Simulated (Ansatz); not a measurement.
Conformers of CH5NOPb (SMILES C[O][Pb][NH2]), B3LYP-D3(BJ)/def2-TZVP minima from an xTB search, which can miss the lowest.
Conformer 1 (charge 0, multiplicity 1):
```xyz
9

C     -1.3524    -0.3816     0.3924
O     -1.1857     0.9969     0.6034
Pb     0.6801     1.9848     0.6202
N      1.8282     0.2203     0.2430
H     -2.4195    -0.6251     0.4370
H     -0.8431    -0.9884     1.1545
H     -0.9807    -0.7044    -0.5904
H      2.8347     0.2010     0.1625
H      1.4384    -0.7035     0.1215
```
Conformer 2 (charge 0, multiplicity 1):
```xyz
9

C     -1.803    -0.492    -0.189
O     -0.430    -0.310     0.046
Pb     0.692     1.252    -0.832
N      2.417     0.543     0.174
H     -1.990    -1.482    -0.624
H     -2.237     0.251    -0.877
H     -2.365    -0.430     0.751
H      2.369    -0.267     0.776
H      3.347     0.933     0.132
```

Cores are frozen in the correlated methods. Filled d and f shells under p-block atoms count as core. MP2 and its Hartree–Fock in def2-QZVPP are density fitted.

Codes used: Ansatz (Gaussian basis) for Hartree–Fock, density functionals and correlated methods.  In def2 rows elements past Kr take small-core potentials, without spin–orbit coupling.

The energy of conformer 2 above conformer 1 is E(conformer 2) − E(conformer 1). Total energies (hartree):

```csv
level,conformer 2,conformer 1
HF/def2-TZVPP,-361.9982819,-361.9987771
MP2/def2-TZVPP,-362.7214383,-362.7231071
HF/def2-QZVPP,-362.0090813,-362.0094659
MP2/def2-QZVPP,-362.7848006,-362.7864567
CCSD(T)/def2-TZVPP,-362.7728057,-362.7745332
```

Work out the energy of conformer 2 above conformer 1 at the basis-set limit: extrapolate the MP2 correlation part as X⁻³, take Hartree–Fock from the larger set, and add the CCSD(T) − MP2 difference of def2-TZVPP.


1. Differences (1 hartree = 627.509 kcal/mol): HF/def2-TZVPP 0.311; MP2/def2-TZVPP 1.047; HF/def2-QZVPP 0.241; MP2/def2-QZVPP 1.039; CCSD(T)/def2-TZVPP 1.084.
2. Correlation parts, MP2 less HF: 0.736 in def2-TZVPP (X = 3), 0.798 in def2-QZVPP (X = 4).
3. Limit (4³·(0.798) − 3³·(0.736))/(4³ − 3³) = 0.843; with HF/def2-QZVPP it gives 1.084.
4. CCSD(T) less MP2 in def2-TZVPP: 0.037.
Result: 1.12 kcal/mol, against 1.05 at MP2/def2-TZVPP. It is an estimate of this method's limit, not of the exact value.

Ansatz is a program for electronic structure.
